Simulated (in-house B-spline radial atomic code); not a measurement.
## Two electrons outside the [Kr] 4d10 core: Te4+

Computed with an all-electron radial atomic-structure program (B-spline basis): configuration interaction (CI) of the two valence electrons in the field of the frozen Dirac-Fock core, alone and with many-body perturbation theory for the core (screened one- and two-electron correlation potentials), Breit and QED terms; no-pair Dirac Hamiltonian, finite nucleus. Labels give the configuration (outer n counted up each series) and the leading LS term, or the jj pair where no LS term holds 70 %.

Command:
```bash
python run_mb.py task.json out
```
Settings (nuclear radius in fm, box in bohr, cutoff in hartree):
```
basis_form          3
Z                   52
core_configuration  [Kr] 4d10
rms_radius          4.7423
mass_number         130
speed_of_light      137.036
box_radius          15.0
lmax                6
intervals           63
virtual_cutoff      5408.0
```

Cost of the run: 110 s on 1 thread of Arm Neoverse V2, with other jobs on the host.

Excitation energies (cm⁻¹):

| level | purity of the LS term | CI alone | CI + MBPT + Breit + QED | Landé g of the LS mixture |
| --- | --- | --- | --- | --- |
| 5s2 1S0 | 1.0 | 0 | 0 | - |
| 5s5p 3P°0 | 1.0 | ? | ? | ? |
| 5s5p 3P°1 | 0.979 | 72435 | 77767 | 1.49 |
| 5s5p 3P°2 | 1.0 | 79892 | 85749 | 1.50 |
| 5s5p 1P°1 | 0.979 | 112276 | 111824 | 1.01 |
| 5p2 3P0 | 0.932 | 171863 | 176144 | - |
| 5p2 3P1 | 0.999 | 177419 | 182299 | 1.50 |
| 5p2 (1/2,3/2)2 | 0.689 (1D) | 174895 | 182578 | 1.16 |
| 5p2 (3/2,3/2)2 | 0.687 (3P) | 185932 | 192412 | 1.34 |
| 5p2 1S0 | 0.932 | 210904 | 214899 | - |
| 5s5d 3D1 | 1.0 | ? | ? | ? |
| 5s5d 3D2 | 0.998 | 208526 | 216300 | 1.17 |

(1) Where does 5s5d 3D1 lie?

(2) Where does 5s5p 3P°0 lie?

(3) What is the first ionisation energy?

Some electric-dipole lines (reduced elements in atomic units, length form; vacuum wavelengths from the computed energies):

```
         upper      lower  D bare (size)  D with core polarisation (size)  λ (nm)  A (s⁻¹)
     5s5p 3P°1    5s2 1S0          0.353                            0.302  128.59  2.9e+07
     5s5p 1P°1    5s2 1S0           2.54                              2.2  89.426  4.6e+09
       5p2 3P0  5s5p 3P°1           1.53                             1.32  101.65  3.3e+09
       5p2 3P1  5s5p 3P°1           1.32                             1.14  95.664    1e+09
5p2 (1/2,3/2)2  5s5p 3P°1           1.21                             1.04   95.41    5e+08
5p2 (3/2,3/2)2  5s5p 3P°1            1.3                             1.13  87.226  7.7e+08
       5p2 1S0  5s5p 3P°1          0.171                             0.15  72.922  1.2e+08
      5s5d 3D2  5s5p 3P°1           2.54                             2.31  72.185  5.7e+09
```

Weak lines are less accurate than strong ones.

Answers

(1) 208026 cm⁻¹ in CI alone and 215770 cm⁻¹ with all corrections; g = 0.50.

(2) 69497 cm⁻¹ in CI alone and 74837 cm⁻¹ with all corrections.

(3) 58.394 eV to the 5s1/2 state of the next ion (56.934 eV from CI alone). NIST lists 59.3 ± 0.9 eV (measured).
